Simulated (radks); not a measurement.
Task: Bi2+, configuration [Hg] 6p1. All-electron calculation, scalar-relativistic Kohn-Sham, SCAN, spin-polarised, spherical densities, finite nucleus; open shells are filled with parallel spins first (spin-orbit coupling, left out, can overturn this in heavy ions); meta-GGA in the generalised Kohn-Sham scheme; Fermi nuclear charge, rms radius 5.5211 fm. Program: a radial shooting solver on a logarithmic mesh with Libxc functionals. Some entries of the table are withheld. Estimate them.

| orbital | occ. | eigenvalue (Ry) | <r^2> (bohr^2) |
|---|---|---|---|
| 1s up | 1 | -6669.395 | 0.0003464 |
| 1s down | 1 | -6669.393 | 0.0003464 |
| 2s up | 1 | -1201.674 | 0.005241 |
| 2s down | 1 | -1201.674 | 0.005241 |
| 2p up | 3 | -1028.129 | 0.004485 |
| 2p down | 3 | -1028.128 | 0.004485 |
| 3s up | 1 | -292.0706 | 0.03364 |
| 3s down | 1 | -292.0698 | 0.03364 |
| 3p up | 3 | -242.2237 | 0.03499 |
| 3p down | 3 | -242.2227 | 0.03499 |
| 3d up | 5 | -191.9716 | 0.02905 |
| 3d down | 5 | -191.9705 | 0.02905 |
| 4s up | 1 | -68.55201 | 0.1602 |
| 4s down | 1 | -68.55104 | 0.1602 |
| 4p up | 3 | -52.14695 | 0.1837 |
| 4p down | 3 | -52.14609 | 0.1837 |
| 4d up | 5 | -33.30092 | 0.2058 |
| 4d down | 5 | -33.29955 | 0.2058 |
| 5s down | 1 | -13.10071 | 0.7772 |
| 5s up | 1 | -13.09915 | 0.7761 |
| 4f up | 7 | -12.63329 | 0.2323 |
| 4f down | 7 | -12.63094 | 0.2322 |
| 5p down | 3 | -8.50652 | 1.012 |
| 5p up | 3 | -8.50205 | 1.012 |
| 5d up | 5 | -3.32466 | 1.741 |
| 5d down | 5 | -3.31506 | 1.722 |
| 6s up | 1 | -2.30572 | (1) |
| 6s down | 1 | -2.25906 | (2) |
| 6p up | 1 | -1.45223 | (3) |

Result: 
(1) 6s up <r^2> (bohr^2): 4.841
(2) 6s down <r^2> (bohr^2): 4.742
(3) 6p up <r^2> (bohr^2): 7.602
